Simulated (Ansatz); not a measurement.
A short molecular-dynamics run on `Cc1csc(-c2sc(-c3sc(-c4sc(-c5sccc5C)cc4C)cc3C)cc2C)c1`.

```yaml
crystal:
  periodic: [false, false, false]
  atoms:
    - {symbol: C, position_ang: [8.891181, 2.254743, -0.285450]}
    - {symbol: C, position_ang: [8.067294, 1.011642, -0.132212]}
    - {symbol: C, position_ang: [8.586168, -0.261955, -0.018501]}
    - {symbol: S, position_ang: [7.360690, -1.458058, 0.169632]}
    - {symbol: C, position_ang: [6.087191, -0.257488, 0.101555]}
    - {symbol: C, position_ang: [4.688169, -0.600746, 0.184321]}
    - {symbol: S, position_ang: [3.508715, 0.608434, -0.263371]}
    - {symbol: C, position_ang: [2.165292, -0.449521, 0.096214]}
    - {symbol: C, position_ang: [0.791449, -0.042828, -0.033864]}
    - {symbol: S, position_ang: [-0.441573, -1.039702, 0.702579]}
    - {symbol: C, position_ang: [-1.731059, -0.002898, 0.142430]}
    - {symbol: C, position_ang: [-3.119351, -0.283005, 0.394316]}
    - {symbol: S, position_ang: [-4.325118, 0.590001, -0.522567]}
    - {symbol: C, position_ang: [-5.643999, -0.215055, 0.288847]}
    - {symbol: C, position_ang: [-7.027280, 0.083756, 0.010383]}
    - {symbol: S, position_ang: [-8.248708, -0.495962, 1.120836]}
    - {symbol: C, position_ang: [-9.519789, 0.174439, 0.178036]}
    - {symbol: C, position_ang: [-9.035056, 0.823133, -0.932180]}
    - {symbol: C, position_ang: [-7.614387, 0.785004, -1.046685]}
    - {symbol: C, position_ang: [-6.868697, 1.415754, -2.183575]}
    - {symbol: C, position_ang: [-5.138144, -1.119890, 1.214527]}
    - {symbol: C, position_ang: [-3.726034, -1.174489, 1.287161]}
    - {symbol: C, position_ang: [-2.992965, -2.089163, 2.220594]}
    - {symbol: C, position_ang: [-1.192754, 1.063884, -0.570656]}
    - {symbol: C, position_ang: [0.217752, 1.060705, -0.676790]}
    - {symbol: C, position_ang: [0.984719, 2.129179, -1.394568]}
    - {symbol: C, position_ang: [2.647760, -1.679812, 0.530189]}
    - {symbol: C, position_ang: [4.058077, -1.784229, 0.582224]}
    - {symbol: C, position_ang: [4.765549, -3.034192, 1.009044]}
    - {symbol: C, position_ang: [6.645496, 1.004006, -0.063977]}
    - {symbol: H, position_ang: [8.749916, 2.932470, 0.572791]}
    - {symbol: H, position_ang: [9.962631, 2.020146, -0.357140]}
    - {symbol: H, position_ang: [8.603907, 2.814290, -1.190552]}
    - {symbol: H, position_ang: [9.635872, -0.558168, -0.023537]}
    - {symbol: H, position_ang: [-10.555429, 0.055810, 0.495949]}
    - {symbol: H, position_ang: [-9.677521, 1.317872, -1.664571]}
    - {symbol: H, position_ang: [-6.275712, 2.286491, -1.855039]}
    - {symbol: H, position_ang: [-7.569790, 1.763977, -2.955724]}
    - {symbol: H, position_ang: [-6.166330, 0.709125, -2.655211]}
    - {symbol: H, position_ang: [-5.786482, -1.745289, 1.833371]}
    - {symbol: H, position_ang: [-3.695010, -2.572309, 2.915157]}
    - {symbol: H, position_ang: [-2.240053, -1.548342, 2.816621]}
    - {symbol: H, position_ang: [-2.459357, -2.886684, 1.676371]}
    - {symbol: H, position_ang: [-1.816575, 1.849061, -1.005091]}
    - {symbol: H, position_ang: [0.298643, 2.808215, -1.920790]}
    - {symbol: H, position_ang: [1.681812, 1.705774, -2.136002]}
    - {symbol: H, position_ang: [1.586421, 2.736167, -0.697298]}
    - {symbol: H, position_ang: [1.983956, -2.505532, 0.798380]}
    - {symbol: H, position_ang: [5.300426, -3.507116, 0.168087]}
    - {symbol: H, position_ang: [5.513891, -2.834278, 1.792994]}
    - {symbol: H, position_ang: [4.047199, -3.767908, 1.401741]}
    - {symbol: H, position_ang: [6.036974, 1.910571, -0.119010]}
basis:
  gaussian: {orbitals: def2-SVP, fitting: {mean_field: def2-universal-jkfit}}
hamiltonian: {xc: {name: r2SCAN}, dispersion: rvv10}
md: {timestep: 1 fs, n_steps: 15, ensemble: nve, temperature: 1000, initial_velocities: maxwell_boltzmann, seed: 975}
scf: {omitted_lower_state_checks: [starts]}
```

```sh
$ ansatz run in.yaml --threads 2 --pin off --events-out ev --progress --plain --max-ram 32768MiB --backend cuda --devices 0, --max-vram 18GiB
```

```csv
step,time (fs),potential energy (eV),kinetic (eV),T (K),conserved (eV)
0,0.0,-80396.6296,6.4630,1000,-80390.1666
1,1.0,-80396.1419,6.0079,930,-80390.1340
2,2.0,-80395.1622,5.0857,787,-80390.0765
3,3.0,-80394.4942,4.4155,683,-80390.0788
4,4.0,-80394.1540,4.0473,626,-80390.1067
5,5.0,-80393.7397,3.6309,562,-80390.1088
6,6.0,-80393.1743,3.0771,476,-80390.0972
7,7.0,-80392.6456,2.5696,398,-80390.0761
8,8.0,-80392.5093,2.4533,380,-80390.0560
9,9.0,-80393.0239,2.9360,454,-80390.0879
10,10.0,-80393.7229,3.5852,555,-80390.1377
11,11.0,-80393.8836,3.7438,579,-80390.1398
12,12.0,-80393.4821,3.3889,524,-80390.0931
13,13.0,-80393.1801,3.1070,481,-80390.0731
14,14.0,-80393.2701,3.1664,490,-80390.1038
15,15.0,-80393.3463,3.2275,499,-80390.1187
```

Velocities are drawn at the set temperature; a run this short doesn't reach equilibrium.

Frames (Å, forces in eV/Å):

```xyz
52
time=0.0 fs
C     8.891    2.255   -0.285   -0.004   -0.011   -0.001
C     8.067    1.012   -0.132   -0.001    0.009   -0.001
C     8.586   -0.262   -0.019   -0.004   -0.003    0.000
S     7.361   -1.458    0.170   -0.015    0.008    0.003
C     6.087   -0.257    0.102    0.006   -0.007   -0.001
C     4.688   -0.601    0.184    0.003    0.000    0.000
S     3.509    0.608   -0.263   -0.009    0.005   -0.001
C     2.165   -0.450    0.096    0.002   -0.005    0.001
C     0.791   -0.043   -0.034    0.002    0.004   -0.002
S    -0.442   -1.040    0.703   -0.008   -0.010    0.004
C    -1.731   -0.003    0.142    0.005    0.003    0.002
C    -3.119   -0.283    0.394   -0.007   -0.003    0.002
S    -4.325    0.590   -0.523    0.006    0.006   -0.005
C    -5.644   -0.215    0.289    0.001    0.003   -0.008
C    -7.027    0.084    0.010   -0.010    0.003    0.002
S    -8.249   -0.496    1.121    0.015   -0.004    0.002
C    -9.520    0.174    0.178    0.001   -0.001    0.000
C    -9.035    0.823   -0.932    0.021    0.000   -0.003
C    -7.614    0.785   -1.047   -0.011   -0.005    0.003
C    -6.869    1.416   -2.184   -0.004    0.000    0.011
C    -5.138   -1.120    1.215    0.010    0.005   -0.003
C    -3.726   -1.174    1.287   -0.008   -0.001   -0.004
C    -2.993   -2.089    2.221   -0.002    0.004   -0.006
C    -1.193    1.064   -0.571    0.013   -0.010    0.002
C     0.218    1.061   -0.677   -0.011    0.002    0.006
C     0.985    2.129   -1.395   -0.002   -0.007    0.000
C     2.648   -1.680    0.530    0.009    0.011   -0.003
C     4.058   -1.784    0.582   -0.006    0.001   -0.003
C     4.766   -3.034    1.009    0.001    0.004    0.002
C     6.645    1.004   -0.064    0.007   -0.006   -0.002
H     8.750    2.932    0.573   -0.004    0.008    0.005
H     9.963    2.020   -0.357    0.009   -0.004   -0.001
H     8.604    2.814   -1.191   -0.002    0.003   -0.010
H     9.636   -0.558   -0.024    0.004   -0.005    0.003
H   -10.555    0.056    0.496   -0.013   -0.002    0.000
H    -9.678    1.318   -1.665   -0.004    0.006   -0.004
H    -6.276    2.286   -1.855    0.007    0.009    0.005
H    -7.570    1.764   -2.956   -0.008    0.005   -0.005
H    -6.166    0.709   -2.655    0.013   -0.006   -0.004
H    -5.786   -1.745    1.833   -0.011   -0.009    0.011
H    -3.695   -2.572    2.915   -0.008   -0.004    0.005
H    -2.240   -1.548    2.817    0.012    0.008    0.004
H    -2.459   -2.887    1.676    0.011   -0.013   -0.008
H    -1.817    1.849   -1.005   -0.012    0.013   -0.009
H     0.299    2.808   -1.921   -0.010    0.004   -0.003
H     1.682    1.706   -2.136    0.013   -0.008   -0.002
H     1.586    2.736   -0.697    0.017    0.013    0.008
H     1.984   -2.506    0.798   -0.012   -0.013    0.005
H     5.300   -3.507    0.168    0.013   -0.007   -0.009
H     5.514   -2.834    1.793    0.013    0.005    0.008
H     4.047   -3.768    1.402   -0.012   -0.004    0.005
H     6.037    1.911   -0.119   -0.015    0.010   -0.002
52
time=5.0 fs
C     8.884    2.271   -0.274    0.889   -0.254    1.177
C     8.072    1.018   -0.080   -0.212   -2.133   -0.257
C     8.608   -0.342   -0.028    0.894    3.879   -0.720
S     7.404   -1.477    0.117   -1.621   -0.972    0.373
C     6.089   -0.268    0.168    2.037   -0.045   -0.943
C     4.745   -0.568    0.076   -3.474   -2.077    1.928
S     3.515    0.630   -0.276    0.901    1.413   -0.678
C     2.192   -0.361    0.103    0.960   -3.181    0.887
C     0.828   -0.168    0.015   -2.811    5.638   -2.774
S    -0.442   -1.053    0.713   -0.776   -0.513    0.270
C    -1.744   -0.010    0.106   -0.473   -0.452    0.804
C    -3.139   -0.329    0.367    0.245    1.089   -0.507
S    -4.339    0.638   -0.540    0.478   -0.994    0.646
C    -5.587   -0.220    0.278   -3.739   -0.419    0.826
C    -7.043   -0.003    0.024    1.447    2.484   -2.380
S    -8.259   -0.492    1.125   -0.893   -0.338    0.228
C    -9.547    0.181    0.156   -0.034   -0.104    0.463
C    -9.030    0.821   -0.911    1.413    1.087   -1.943
C    -7.576    0.815   -1.075   -2.660   -3.250    5.812
C    -6.888    1.385   -2.139    1.869    0.365   -3.913
C    -5.198   -1.126    1.274    1.326    0.843   -1.767
C    -3.778   -1.168    1.278    1.437   -1.336    1.217
C    -2.989   -2.094    2.236   -0.860    0.437   -0.480
C    -1.198    1.091   -0.545    1.250    0.466   -1.733
C     0.214    1.051   -0.681    0.017   -2.829    2.166
C     0.980    2.090   -1.379    0.278    0.688   -0.886
C     2.653   -1.627    0.522    1.138    0.579    0.101
C     4.081   -1.716    0.615   -1.190    0.040   -0.733
C     4.714   -3.003    1.039    0.073    0.218    0.071
C     6.619    0.978   -0.013    1.539    2.742   -0.132
H     8.922    2.908    0.651   -0.787   -0.044   -0.585
H     9.962    2.035   -0.302   -0.067   -0.289   -0.600
H     8.614    2.852   -1.169   -0.094    0.070    0.163
H     9.680   -0.608   -0.256   -1.117    0.129    0.546
H   -10.634    0.184    0.317    0.416   -0.484    0.637
H    -9.666    1.319   -1.666    0.135   -0.121    0.296
H    -6.197    2.252   -2.016   -0.723    0.068    0.257
H    -7.656    1.518   -2.930    0.521    0.762   -0.056
H    -6.207    0.629   -2.598   -0.048    0.098    0.113
H    -5.912   -1.792    1.779    0.380    0.227    0.097
H    -3.777   -2.474    2.910    0.422   -0.508    0.002
H    -2.274   -1.550    2.880    0.005    0.074   -0.266
H    -2.434   -2.913    1.707   -0.490    0.410    0.365
H    -1.643    1.892   -1.210   -0.458   -0.913    1.180
H     0.348    2.799   -1.946   -0.347   -0.341    0.066
H     1.638    1.632   -2.149    0.281    0.329    0.463
H     1.507    2.779   -0.694    0.516   -0.382   -0.018
H     1.906   -2.422    0.694    0.599    0.069    0.209
H     5.168   -3.401    0.108    0.167   -0.520    0.592
H     5.461   -2.897    1.860    0.029    0.083   -0.548
H     3.927   -3.666    1.449    0.257   -0.044   -0.395
H     5.992    1.951   -0.132    0.955   -1.743    0.357
52
time=10.0 fs
C     8.890    2.280   -0.245    1.081   -1.711   -0.035
C     8.074    0.988   -0.034    0.708   -0.358   -0.857
C     8.631   -0.348   -0.050    0.148    3.255   -0.553
S     7.436   -1.503    0.067   -2.040   -0.557    0.522
C     6.124   -0.279    0.215    0.424   -0.286   -1.724
C     4.743   -0.571    0.006   -1.228   -1.069    2.717
S     3.527    0.661   -0.293    1.194    1.534   -0.858
C     2.231   -0.328    0.125   -1.668   -1.898    0.206
C     0.815   -0.189    0.012   -1.069    5.133   -2.257
S    -0.448   -1.071    0.726   -1.085   -0.429    0.141
C    -1.764   -0.023    0.083    0.293    0.111    0.724
C    -3.155   -0.356    0.333   -0.162    0.959    0.222
S    -4.351    0.679   -0.552    0.194   -1.989    1.316
C    -5.598   -0.232    0.281   -3.210    0.084    0.438
C    -7.034   -0.045   -0.004    0.640    2.039   -0.513
S    -8.276   -0.491    1.131   -0.975   -0.420   -0.056
C    -9.571    0.186    0.142    1.314    0.193    0.026
C    -8.999    0.835   -0.920   -0.214    0.039    0.059
C    -7.582    0.790   -1.006   -0.485   -0.827    1.116
C    -6.878    1.358   -2.159    0.068   -1.059   -1.205
C    -5.233   -1.117    1.301    2.086    0.830   -2.212
C    -3.803   -1.186    1.289    1.564   -0.542    0.263
C    -3.005   -2.086    2.245   -1.432    0.935    0.117
C    -1.177    1.112   -0.544   -0.228   -1.671   -0.737
C     0.214    0.993   -0.647    1.019   -0.751    0.775
C     0.979    2.061   -1.375   -0.269    0.514   -0.156
C     2.680   -1.562    0.516    0.569   -0.690    0.747
C     4.083   -1.649    0.634   -0.508   -1.222   -1.034
C     4.662   -2.964    1.070    0.309    0.080   -1.212
C     6.632    0.982    0.038    2.967   -1.051    0.487
H     8.935    2.897    0.646   -0.443    0.446    0.515
H     9.970    1.990   -0.369   -0.655    0.167   -0.235
H     8.601    2.897   -1.113   -0.214   -0.199    0.111
H     9.647   -0.663   -0.372   -0.449    0.361    0.613
H   -10.649    0.203    0.284    0.012   -0.490    0.687
H    -9.649    1.320   -1.642    0.045    0.292   -0.348
H    -6.254    2.251   -2.115   -0.084    0.460    0.474
H    -7.646    1.438   -2.932    0.008    0.613   -0.431
H    -6.238    0.554   -2.530    0.523   -0.070   -0.306
H    -5.961   -1.795    1.752    0.276    0.104    0.308
H    -3.777   -2.488    2.914    0.183   -0.386    0.214
H    -2.303   -1.532    2.887    0.117    0.163   -0.173
H    -2.474   -2.907    1.778    0.249   -0.380   -0.413
H    -1.643    1.857   -1.230   -0.351   -0.408    0.921
H     0.307    2.738   -1.970    0.224   -0.567    0.440
H     1.673    1.612   -2.090    0.386    0.031   -0.115
H     1.536    2.743   -0.694    0.057   -0.318   -0.125
H     1.930   -2.360    0.651    0.575    0.011    0.351
H     5.093   -3.421    0.140   -0.054   -0.146    0.708
H     5.438   -2.939    1.838    0.303    0.245    0.161
H     3.840   -3.589    1.425   -0.040   -0.287    0.089
H     6.017    1.831   -0.099   -0.670    1.182    0.085
52
time=15.0 fs
C     8.910    2.262   -0.209   -1.112   -0.473    0.609
C     8.092    0.953   -0.004    1.619    2.925   -0.950
C     8.648   -0.291   -0.079    0.149   -1.231   -0.360
S     7.454   -1.533    0.021   -1.218    0.749    0.473
C     6.168   -0.296    0.228   -1.438   -0.436   -2.024
C     4.718   -0.593   -0.013    2.172    1.577    2.167
S     3.547    0.702   -0.316    0.609    0.185   -0.405
C     2.240   -0.330    0.150   -2.863    1.499   -1.257
C     0.784   -0.118   -0.029    2.333   -1.862    1.925
S    -0.461   -1.091    0.739   -0.536    0.193   -0.425
C    -1.778   -0.035    0.076    0.882    0.238    0.620
C    -3.174   -0.363    0.302   -0.165    0.546    1.040
S    -4.361    0.705   -0.554   -0.271   -2.574    1.649
C    -5.668   -0.242    0.293    0.859    0.731   -0.250
C    -7.014   -0.049   -0.038   -1.224   -0.313    3.091
S    -8.300   -0.493    1.136   -0.481   -0.477   -0.337
C    -9.572    0.195    0.129    0.859   -0.046    0.556
C    -8.975    0.852   -0.930   -2.843   -0.040    0.664
C    -7.599    0.750   -0.918    1.184    2.704   -5.873
C    -6.863    1.314   -2.206   -0.471   -0.489    0.800
C    -5.228   -1.093    1.285    1.446   -0.358   -1.022
C    -3.799   -1.212    1.304    0.257    1.242   -1.524
C    -3.044   -2.064    2.255    0.476   -1.405    0.148
C    -1.155    1.095   -0.550   -2.366   -2.662    0.432
C     0.229    0.927   -0.603   -0.314    5.321   -3.197
C     0.980    2.036   -1.372    0.976   -1.705    0.319
C     2.719   -1.508    0.524   -1.348   -2.160    1.302
C     4.076   -1.608    0.633    0.948   -2.604   -0.692
C     4.614   -2.924    1.086    0.591   -0.806    0.465
C     6.694    0.973    0.098   -1.885    1.013    0.159
H     8.854    2.939    0.693    0.438   -0.744   -0.515
H     9.909    1.963   -0.503    0.747    0.238    0.291
H     8.536    2.899   -1.032   -0.296   -0.347   -0.059
H     9.630   -0.681   -0.392    0.004    0.704    0.493
H   -10.637    0.112    0.402    0.476   -0.033   -0.060
H    -9.607    1.373   -1.678    0.613   -0.160    0.225
H    -6.354    2.309   -2.108    0.029   -0.770    0.326
H    -7.613    1.489   -3.007    0.139   -0.287    0.260
H    -6.174    0.495   -2.523   -0.051    0.795   -0.177
H    -5.937   -1.765    1.790    0.300    0.214    0.168
H    -3.727   -2.582    2.957   -0.011    0.361   -0.043
H    -2.312   -1.484    2.850   -0.045   -0.105   -0.118
H    -2.486   -2.937    1.780   -0.344    1.033    0.156
H    -1.784    1.810   -1.112    0.555   -0.001    0.326
H     0.259    2.602   -1.944   -0.151    0.565   -0.273
H     1.769    1.610   -2.044   -0.713    0.091    0.047
H     1.589    2.653   -0.705   -0.243    0.510    0.298
H     2.044   -2.341    0.697   -0.166   -0.231    0.359
H     5.038   -3.512    0.267    0.208    0.039   -0.574
H     5.453   -2.922    1.831   -0.679    0.304   -0.107
H     3.764   -3.560    1.418    0.487    0.339    0.351
H     5.960    1.899   -0.032    1.879   -1.795    0.523
```

It took 3.2 min on 2 threads of AMD EPYC 7R13 on a shared host and a share (18 GiB) of an NVIDIA H100 80GB HBM3.
